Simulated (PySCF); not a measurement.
# Electronic absorption of C3H7NSi

Compound: C3H7NSi.
SMILES: `[SiH3]C[C@H]1C=N1`

The calculation used TDDFT wB97X-D/def2-SVPD, vertical, gas phase, core orbitals frozen in the response in PySCF 2.14.0, density-fitted response routines. One conformer (not necessarily the lowest) at the PBE0-D3(BJ)/def2-SVP geometry, without solvent, vibrations or thermal averaging. Torsions of this conformer, `[SiH3:1][CH2:2][C@H:3]1[CH:4]=[N:5]1`: Si1–C2–C3–C4 -32°.

| state | E (eV) | E (hartree) | f | main configurations (H = HOMO, L = LUMO) |
| --- | --- | --- | --- | --- |
| S1 | 5.06 | 0.1860 | 0.0002 | H→L (97%) |
| S2 | 6.85 | 0.2516 | 0.019 | H-1→L (92%) |
| S3 | 7.45 | 0.2736 | 0.0071 | H-2→L (64%), H-5→L (28%) |
| S4 | 7.97 | 0.2928 | 0.0004 | H→L+1 (69%), H→L+2 (11%) |
| S5 | 8.20 | 0.3014 | 0.0047 | H-5→L (51%), H-2→L (24%) |
| S6 | 8.32 | 0.3058 | 0.028 | H→L+3 (42%), H→L+2 (22%), H→L+4 (14%) |
| S7 | 8.40 | 0.3087 | 0.013 | H-3→L (50%), H-4→L (15%) |
| S8 | 8.54 | 0.3138 | 0.023 | H→L+4 (51%), H-3→L (11%), H-4→L (8%) |
| S9 | 8.59 | 0.3158 | 0.0090 | H-1→L+1 (63%), H-1→L+2 (12%) |
| S10 | 8.66 | 0.3183 | 0.037 | H→L+3 (24%), H→L+2 (22%), H→L+6 (19%) |

Triplets, Tamm–Dancoff:

| state | E (eV) | λ (nm) | main configurations (H = HOMO, L = LUMO) |
| --- | --- | --- | --- |
| T1 | 4.41 | 280.9 | H→L (94%) |
| T2 | 4.75 | 260.9 | H-1→L (64%), H-2→L (24%) |
| T3 | 6.82 | 181.8 | H-5→L (49%), H-2→L (33%), H-1→L (10%) |
| T4 | 7.59 | 163.3 | H→L+3 (32%), H→L+9 (18%), H→L+10 (15%) |

The lowest singlet lies at 5.06 eV (245 nm, ultraviolet) and is dark (f under 0.0005); its leading configuration is HOMO→LUMO (97%). The most intense listed level is S10 at 8.66 eV (143 nm, f = 0.037), 3.60 eV above S1. It is the last of those listed, so stronger ones may follow. Löwdin shares by element: HOMO carbon 50%, nitrogen 39%; LUMO carbon 46% or more, nitrogen 37%, hydrogen 8% or more. Weighted by f, the mean energy of these states is 8.21 eV. The oscillator strengths of these states sum to 0.140; summed over the whole spectrum of an exact calculation they would give the number of electrons, 46 (Thomas–Reiche–Kuhn). Orbital energies (eV): HOMO-3 -11.38, HOMO-2 -11.14, HOMO-1 -10.42, HOMO -9.69, LUMO 1.11, LUMO+1 2.21, LUMO+2 2.55. No computed singlet lies in the visible range (380 to 750 nm); the lowest, at 245 nm, stands 1.80 eV above its violet end (3.26 eV). All these states lie below the vertical ionisation energy of 10.06 eV (ΔSCF). Singlets were solved by full linear response, triplets in the Tamm–Dancoff approximation.
